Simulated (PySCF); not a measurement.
## Cr³⁺: interval between two levels

Cr³⁺ [Ar] 3d3 [4F9/2, M_J = 9/2] → Cr³⁺ [Ar] 3d2 4p1 [4G11/2, M_J = 11/2], as a difference of total energies. Computed with PySCF 2.14 in x2c-SVPall-2c with one added diffuse shell each of s, d type (6s5p4d1f, 48 functions), with the two-component X2C-1e Hamiltonian. Correlated levels: [Ne] frozen; the 6 highest virtual spinors dropped. "Screened" scales the spin-orbit matrix elements by Boettger's factors to mimic the two-electron term; Breit and QED terms are absent.

| method | interval between two levels (cm⁻¹) |
| --- | --- |
| GHF (spin-free) | 175850 |
| GMP2 (spin-free) | 174270 |
| GHF (screened spin-orbit) | 176080 |
| GMP2 (screened spin-orbit) | 174500 |

The labels give the starting determinants; with spin-orbit coupling the two ends relaxed to ⟨J²⟩ = 24.75, ⟨L²⟩ = 12.01, ⟨S²⟩ = 3.75 and ⟨J²⟩ = 35.75, ⟨L²⟩ = 20.01, ⟨S²⟩ = 3.75.
